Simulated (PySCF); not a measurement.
BrFH3NSi, SMILES N[SiH](Br)F.

Coordinates come from a PBE0-D3(BJ)/def2-SVP optimisation. This is a generated structure with no PubChem entry under its InChIKey; it may be hypothetical. The values are those of a single conformer.

These are TDDFT-LC-ωPBE/def2-SVPD run with PySCF values and carry that method's errors.

Vertical excitations. Isolated molecule, no solvent.

```tsv
state	energy (eV)	λ (nm)	f	main pairs
S1	7.72	161	0.015	HOMO→LUMO+1 38 %, HOMO→LUMO 23 %, HOMO→LUMO+6 10 %, HOMO−2→LUMO+1 7 %
S2	7.75	160	0.032	HOMO→LUMO 34 %, HOMO→LUMO+1 30 %, HOMO−2→LUMO+1 12 %, HOMO−2→LUMO 11 %
S3	7.86	158	0.038	HOMO−1→LUMO+1 49 %, HOMO−1→LUMO 25 %, HOMO−1→LUMO+6 10 %
S4	8.47	146	0.007	HOMO−2→LUMO+1 28 %, HOMO−2→LUMO 15 %, HOMO−2→LUMO+6 9 %, HOMO−2→LUMO+5 6 %
S5	8.84	140	0.004	HOMO→LUMO+2 22 %, HOMO→LUMO+8 11 %, HOMO→LUMO+3 8 %, HOMO→LUMO+6 8 %
S6	9.01	138	0.095	HOMO−2→LUMO 15 %, HOMO−1→LUMO 13 %, HOMO→LUMO+6 12 %, HOMO→LUMO+5 11 %
S7	9.08	136	0.119	HOMO−1→LUMO 25 %, HOMO−1→LUMO+5 10 %, HOMO→LUMO+6 9 %, HOMO→LUMO+4 9 %
S8	9.15	135	0.012	HOMO−1→LUMO+6 41 %, HOMO−1→LUMO+3 24 %
S9	9.24	134	0.009	HOMO→LUMO+3 18 %, HOMO→LUMO+2 14 %, HOMO→LUMO+6 9 %, HOMO→LUMO+5 8 %
S10	9.39	132	0.012	HOMO→LUMO+5 12 %, HOMO−2→LUMO+1 11 %, HOMO−2→LUMO+8 10 %, HOMO→LUMO+9 9 %
T1	7.20	172	0	HOMO→LUMO 31 %, HOMO−2→LUMO+1 17 %, HOMO→LUMO+1 16 %, HOMO→LUMO+6 10 %
T2	7.26	171	0	HOMO→LUMO+1 36 %, HOMO−2→LUMO 16 %, HOMO→LUMO 15 %, HOMO−1→LUMO+1 6 %
T3	7.29	170	0	HOMO−1→LUMO+1 42 %, HOMO−1→LUMO 16 %, HOMO−1→LUMO+6 11 %
T4	8.07	154	0	HOMO−2→LUMO+1 16 %, HOMO→LUMO+3 16 %, HOMO→LUMO+5 11 %, HOMO→LUMO+4 8 %
```
Triplets are in the Tamm–Dancoff approximation, which puts them higher than full response would, so one can lie above its singlet here.
